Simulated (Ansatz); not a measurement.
Calculated with Ansatz (gas phase, PBE0-D4/def2-TZVP geometries, no zero-point term in ΔE). CCSD(T)/CBS adds triple-zeta CCSD(T) − MP2 to the extrapolated MP2 energy (def2 sets, frozen cores). This one scheme is used for every species. Functionals use def2-TZVPP. B3LYP here is the variant with VWN-RPA as its local correlation; programs differ in this. One conformer a species, not always the lowest.

Reaction (hydrogenolysis of the Si–C bond): `O=C[SiH]([SiH3])Cl` + H₂ → `[SiH3][SiH2]Cl` + `C=O`

```tsv
level	ΔE (eV)
PBE-D4	-0.23
r2SCAN-D4	-0.27
B3LYP-D4	-0.31
ωB97M-V	-0.34
HF/def2-TZVPP	-0.65
CCSD/def2-TZVPP	-0.44
CCSD(T)/def2-TZVPP	-0.38
HF/def2-QZVPP	-0.65
```

(1) What does CCSD(T)/CBS give? (Best estimate.)

Largest T1 diagnostic among the species: 0.015.

## Answers

(1) Computed: -0.34 eV. The listed levels differ from it by 0.11, 0.07, 0.03, 0.00, -0.31, -0.10, -0.04, -0.31 eV.

From PBE to PBE0 (25 % exact exchange), in def2-TZVPP and without D4, ΔE moves by −0.09 eV. The D4 term adds +0.10 eV with B3LYP and +0.06 eV with PBE0; it sums over pairs of atoms, weighted by their polarisabilities, and B3LYP, whose exchange is more repulsive, gets the larger term.
